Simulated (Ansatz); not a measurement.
Kohn–Sham single points on FH3O2SeZr (`[OH][Zr]([OH])([F])[SeH]`).

```yaml
crystal:
  periodic: [false, false, false]
  atoms:
    - {symbol: O, position_ang: [-0.602243, 1.612458, -0.225837]}
    - {symbol: Zr, position_ang: [0.085464, -0.159932, -0.344850]}
    - {symbol: O, position_ang: [1.971299, -0.275140, -0.132402]}
    - {symbol: F, position_ang: [-0.437918, -0.874602, -2.035986]}
    - {symbol: Se, position_ang: [-0.893577, -1.592567, 1.598942]}
    - {symbol: H, position_ang: [-0.795836, 2.532169, -0.069935]}
    - {symbol: H, position_ang: [2.912616, -0.146007, -0.056629]}
    - {symbol: H, position_ang: [-2.239804, -1.096378, 1.266718]}
basis:
  gaussian: {orbitals: def2-TZVPP}
hamiltonian: {xc: {name: B2PLYP}}
```

```sh
$ ansatz run in.yaml --threads 4 --pin off --events-out ev --progress --plain --max-ram 10444MiB
```

Output, abridged:

```
Functional definition: B2PLYP
1551 factors; integrals over basis functions are off by at most 1.0e-3 eV
mean field evaluation 1: about -73461.4204 eV, gradient 8.2e1 eV
mean field evaluation 2: about -73461.5225 eV, gradient 8.1e1 eV
mean field evaluation 4: about -73471.8378 eV, gradient 9.7e0 eV
mean field evaluation 8: about -73472.0923 eV, gradient 7.4e-1 eV
mean field evaluation 16: about -73472.0938 eV, gradient 4.9e-4 eV
mean field -73472.09377761 eV, -2700.0496451534 hartree, gradient 4.8e-6 eV, S^2 0.000000; 0 other end points of the search recorded, 0 dependent functions left out
12 core orbitals not correlated: weight in the atoms' cores, before any rotation towards them, 1.000 or more for the frozen orbitals, at most 0.000 for the correlated occupied ones
reference -73472.09397238 eV, -2700.0496523110 hartree; 25, 25 occupied and 202, 202 virtual orbitals, 1551 factors
second order -44.72509783 eV of doubles, -0.00000000 eV of singles
Total energy: -73484.16974879 eV, -2700.4934289090 hartree
```

It took 8 s on 4 threads of an Arm Neoverse V1 on a shared host, with 0.66 GiB of host memory at the peak.

With the line `hamiltonian: {xc: {name: B3LYP}, dispersion: d4}` and forces (abridged; 6.5 s):

```
Functional definition: B3LYP
mean field evaluation 16: about -73502.1934 eV, gradient 4.3e-4 eV
mean field -73502.19335504 eV, -2701.1557842216 hartree, gradient 2.7e-5 eV, S^2 0.000000
Total energy: -73502.49403719 eV, -2701.1668340870 hartree
Atom 0 force    -0.111868     0.251317     0.020490 eV/Å
Atom 1 force    -0.038467    -0.044643     0.028628 eV/Å
Atom 2 force     0.281316    -0.036906     0.044071 eV/Å
Atom 3 force    -0.082519    -0.113183    -0.247798 eV/Å
Atom 4 force    -0.033898    -0.120670     0.151046 eV/Å
Atom 5 force    -0.007566     0.045753     0.005283 eV/Å
Atom 6 force     0.043457     0.010158    -0.000181 eV/Å
Atom 7 force    -0.050454     0.008174    -0.001539 eV/Å
Dipole moment:     0.374103     0.647060     0.037117 e Å
```

Changing it to `hamiltonian: {xc: {name: LC-wPBE}}` (abridged; 3.6 s):

```
Functional definition: LC-wPBE
mean field evaluation 16: about -73488.3032 eV, gradient 4.8e-4 eV
mean field -73488.30323862 eV, -2700.6453318583 hartree, gradient 2.8e-5 eV, S^2 0.000000
Total energy: -73488.30323863 eV, -2700.6453318587 hartree
```

With the line `hamiltonian: {xc: {name: B97M-V}}` (abridged; 12 s):

```
Functional definition: B97M-V
mean field evaluation 16: about -73486.7769 eV, gradient 5.9e-4 eV
mean field -73486.77690227 eV, -2700.5892400320 hartree, gradient 2.2e-5 eV, S^2 0.000000
Total energy: -73486.77700864 eV, -2700.5892439412 hartree
```

With the line `hamiltonian: {xc: pbe, dispersion: d4}` and forces (abridged; 3.4 s):

```
Functional definition: PBE
mean field evaluation 16: about -73484.4075 eV, gradient 1.7e-3 eV
mean field -73484.40746436 eV, -2700.5021647949 hartree, gradient 2.2e-5 eV, S^2 0.000000
Total energy: -73484.59309255 eV, -2700.5089865052 hartree
Atom 0 force    -0.065083    -0.115186    -0.055559 eV/Å
Atom 1 force    -0.077509    -0.073993     0.119412 eV/Å
Atom 2 force    -0.085820    -0.126045     0.024481 eV/Å
Atom 3 force    -0.101452    -0.134480    -0.312290 eV/Å
Atom 4 force     0.170190    -0.174754     0.176928 eV/Å
Atom 5 force    -0.082754     0.456329     0.077733 eV/Å
Atom 6 force     0.461621     0.081950     0.030270 eV/Å
Atom 7 force    -0.219193     0.086178    -0.060976 eV/Å
Dipole moment:     0.367858     0.637398     0.025773 e Å
```

Changing it to `hamiltonian: {xc: {name: wB97X-V}}` (abridged; 12 s):

```
Functional definition: wB97X-V
mean field evaluation 16: about -73491.4386 eV, gradient 5.8e-4 eV
mean field -73491.43862323 eV, -2700.7605551174 hartree, gradient 5.7e-5 eV, S^2 0.000000
Total energy: -73491.43861986 eV, -2700.7605549936 hartree
```

B3LYP takes the VWN-RPA correlation (the form of Gaussian; ORCA's B3LYP/G).
